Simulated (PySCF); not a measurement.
C2H8ClNSi, SMILES CC[SiH](N)Cl. Atoms are numbered in the order given.

```xyz
13

Si     0.0904    -0.3512     0.3178
N      0.8333    -1.5247    -0.7029
Cl     1.3933     1.1867     0.9342
C     -1.3160     0.4757    -0.6058
C     -2.4119    -0.4937    -1.0683
H     -0.3328    -1.0508     1.5577
H      1.4875    -2.1938    -0.3066
H      1.1270    -1.2556    -1.6383
H     -0.8744     1.0102    -1.4665
H     -1.7302     1.2638     0.0464
H     -3.2039     0.0274    -1.6298
H     -1.9991    -1.2823    -1.7165
H     -2.8913    -0.9962    -0.2122
```

Geometry optimised at B3LYP-D3(BJ)/def2-SVP. One conformer was computed; it need not be the lowest.

Two levels are set side by side: PBE/pcSseg-1 (PySCF) and B3LYP/pcSseg-1 (PySCF). GIAO shifts against HCl (³⁵Cl), NH3 (¹⁵N), TMS (²⁹Si), TMS (¹H), TMS (¹³C) at the same level; non-relativistic, no solvent, atoms listed together averaged. Without spin–orbit terms, shifts of atoms bonded to Cl or Br come out too high at both levels. Differences are taken from unrounded values.

```json
[
 {"quantity": "δ(²⁹Si) of Si1 (ppm)", "PBE": "6.1"},
 {"quantity": "δ(¹⁵N) of N2 (ppm)", "PBE": "43.0"},
 {"quantity": "δ(³⁵Cl) of Cl3 (ppm)", "PBE": "97.6"},
 {"quantity": "δ(¹³C) of C4 (ppm)", "PBE": "17.7"},
 {"quantity": "δ(¹³C) of C5 (ppm)", "PBE": "12.2"},
 {"quantity": "δ(¹H) of H6 (ppm)", "PBE": "5.52"},
 {"quantity": "δ(¹H) of H9, H10 (ppm)", "PBE": "1.16"}
]
```

### Question
These are the PBE values. What does B3LYP give? (An estimate is asked for; the answer gives what the named calculation found.)

### Answer

| quantity | B3LYP | PBE minus B3LYP |
|---|---|---|
| δ(²⁹Si) of Si1 (ppm) | 4.2 | 1.8 |
| δ(¹⁵N) of N2 (ppm) | 39.4 | 3.5 |
| δ(³⁵Cl) of Cl3 (ppm) | 74.3 | 23.3 |
| δ(¹³C) of C4 (ppm) | 17.1 | 0.6 |
| δ(¹³C) of C5 (ppm) | 12.2 | -0.1 |
| δ(¹H) of H6 (ppm) | 5.24 | 0.28 |
| δ(¹H) of H9, H10 (ppm) | 1.08 | 0.08 |

Rough cost on one machine, each run with all the roots and properties that it gave: B3LYP against PBE within a factor of 2.
